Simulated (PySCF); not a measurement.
C₆ coefficients of unlike pairs at PBE

Calculated with PySCF 2.14 from the dipole response of each species, C₆(A,B) = (3/π) ∫ α_A(iu) α_B(iu) du, in atomic units, from isotropic polarisabilities. For ions this is the dispersion term alone; charge-induced terms of lower order in 1/R come first.

```json
{"species": "N(3+)", "configuration": "[He] 2s2 (1S)", "basis": "aug-cc-pVQZ-DK (6s5p4d3f2g)", "relativity": "spin-free X2C", "α (bohr³)": "2.091", "C₆ (like pair)": "2.065"}
{"species": "Zr", "configuration": "[Kr] 4d2 5s2 (3F)", "basis": "x2c-TZVPPall with one added diffuse shell each of s, p, d, f type (9s7p7d3f1g)", "relativity": "spin-free X2C", "α (bohr³)": "120.4", "C₆ (like pair)": "1657"}
{"species": "Cd(3+)", "configuration": "[Kr] 4d9 (2D)", "basis": "aug-cc-pVTZ-PP with one added diffuse shell each of s, p, d, f, g type with ECP28MDF (7s7p6d4f3g)", "relativity": "core potential", "α (bohr³)": "3.813", "C₆ (like pair)": "16.88"}
{"species": "B(3+)", "configuration": "1s2 (1S)", "basis": "def2-QZVPPD (8s4p4d2f1g)", "relativity": "none", "α (bohr³)": "0.01774", "C₆ (like pair)": "0.001851"}
```

Question: Estimate C₆ for Zr with N(3+).

Answer: The integral gives 48.97. The combination rule 2 C_A C_B / (C_A α_B/α_A + C_B α_A/α_B) gives 46.37 and the geometric mean 58.51.

No spin-orbit coupling is included.

The other pairs:

```tsv
pair	C₆
B(3+), N(3+)	0.03587
B(3+), Cd(3+)	0.1394
Cd(3+), Zr	107.0
Cd(3+), N(3+)	5.414
B(3+), Zr	0.5903
```
